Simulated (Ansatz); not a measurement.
Two isomers of C2H7NOSi: A = `C[Si]1(N)CO1`, B = `NC1CO[SiH2]1`.

Calculated with Ansatz (gas phase, PBE0-D4/def2-TZVP geometries, no zero-point term in ΔE). CCSD(T)/CBS adds triple-zeta CCSD(T) − MP2 to the extrapolated MP2 energy (def2 sets, frozen cores). Functionals use def2-TZVPP. B3LYP here is the variant with VWN-RPA as its local correlation; programs differ in this. Each species was taken in one conformer, which may not be the lowest.

**Question.** Which isomer does CCSD(T)/CBS put lower? Give the gap. (Estimate.)

**Answer.** Computed: A, by 28.3 kcal/mol.

**Question.** Give E(B) − E(A) in kcal/mol with CCSD(T)/def2-TZVPP, PBE0-D4, B2PLYP, ωB97M-V, BLYP-D4, B3LYP-D4, r2SCAN-D4. (An estimate is asked.)

**Answer.** The calculation gave: CCSD(T)/def2-TZVPP 27.2, PBE0-D4 26.7, B2PLYP 28.8, ωB97M-V 28.2, BLYP-D4 28.8, B3LYP-D4 28.2, r2SCAN-D4 30.3. None reverses the order clearly.

**Question.** Does the order hold for the free energy at 298.15 K (harmonic terms from PBE0-D4)? (Estimate.)

**Answer.** Ansatz gave: Yes: G(B) − G(A) = +29.2 kcal/mol, for one conformer each.

Largest T1 diagnostic: 0.012.

From BLYP to BHLYP (50 % exact exchange), in def2-TZVPP and without D4, E(B) − E(A) moves by −2.2 kcal/mol. Leaving LDA and LC-ωPBE aside and taking each functional with its dispersion term where it has one, the values, not all of them listed here, spread over 4.3 kcal/mol, from ωB97X-V to B97M-V. LDA lies −2.0 kcal/mol from PBE without D4.
